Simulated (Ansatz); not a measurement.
Stepwise reaction of `[SiH3][SiH2][SiH2][SiH3]` with ammonia, as a gas-phase model of exchange steps in deposition or etching. ΔE in kJ/mol.

Computed with Ansatz on PBE0-D4/def2-TZVP structures; ΔE is electronic, products minus reactants. CCSD(T)/CBS is the MP2 limit (def2-TZVPP, def2-QZVPP) plus CCSD(T) − MP2 in def2-TZVPP, frozen cores. This one scheme is used for every species. Functionals use def2-TZVPP. B3LYP here is the variant with VWN-RPA as its local correlation; programs differ in this. One conformer a species, not always the lowest.

```json
{"step": "1", "reaction": "`[SiH3][SiH2][SiH2][SiH3]` + NH₃ → `N[SiH2][SiH2][SiH3]` + SiH₄", "PBE-D4": "-10.7", "B3LYP-D4": "-28.7", "ωB97M-V": "-33.5", "CCSD(T)/CBS": "-27.2"}
{"step": "2", "reaction": "`N[SiH2][SiH2][SiH3]` + NH₃ → `N[SiH2][SiH2]N` + SiH₄", "PBE-D4": "-12.8", "B3LYP-D4": "-31.1", "ωB97M-V": "-35.3", "CCSD(T)/CBS": "-28.8"}
```

By hand: ΔE of the 2 steps together at CCSD(T)/CBS.

(-27.2) + (-28.8) = -56.0 kJ/mol, or -28.0 kJ/mol a step.

In ΔE the steps differ by no more than 1.6 kJ/mol. All are downhill at CCSD(T)/CBS. PBE-D4 differs from CCSD(T)/CBS by 16.0 to 16.5 kJ/mol a step. Isolated molecules leave out the surface, adducts and barriers. Largest T1 diagnostic: 0.014.
